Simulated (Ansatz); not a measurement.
Consider the ligand exchange at a B–N bond: `B[N](C)[ZnH]` + `C=CNC` → `BN(C)C=C` + `C[NH][ZnH]`.

Program: Ansatz. Geometries: PBE0-D4/def2-TZVP. ΔE: electronic, gas phase. CCSD(T)/CBS adds triple-zeta CCSD(T) − MP2 to the extrapolated MP2 energy (def2 sets, frozen cores). Functionals use def2-TZVPP. B3LYP here is the variant with VWN-RPA as its local correlation; programs differ in this. For Zn outer-core shells are correlated without core-valence functions, which leaves a few kJ/mol of doubt a bond. Scalar relativity is left out up to krypton. One conformer a species, not always the lowest.

**Question.** Is it downhill or uphill in electronic energy at CCSD(T)/CBS, and by how much? (Estimate.)

**Answer.** The calculation gave: Nearly level: ΔE = +1.0 kJ/mol.

**Question.** What do these levels give: ωB97X-V, ωB97M-V, PBE, B3LYP, HF/def2-TZVPP, MP2/def2-TZVPP, SCS-MP2/def2-TZVPP, CCSD(T)/def2-TZVPP, HF/def2-QZVPP, MP2/def2-QZVPP, HF/CBS(def2), CCSD/CBS(def2)? (Estimate.)

**Answer.** The calculation gave: ωB97X-V 5.1, ωB97M-V 5.5, PBE 9.4, B3LYP 7.4, HF/def2-TZVPP 8.8, MP2/def2-TZVPP 2.1, SCS-MP2/def2-TZVPP 3.4, CCSD(T)/def2-TZVPP 4.5, HF/def2-QZVPP 8.3, MP2/def2-QZVPP -0.1, HF/CBS(def2) 8.3, CCSD/CBS(def2) 1.0 kJ/mol.

Largest T1 diagnostic among the species: 0.016.

In def2-TZVPP, CCSD(T) changes the Hartree–Fock value by −4.3 kJ/mol (the triples alone add +0.1 kJ/mol) and MP2 by −6.7 kJ/mol.
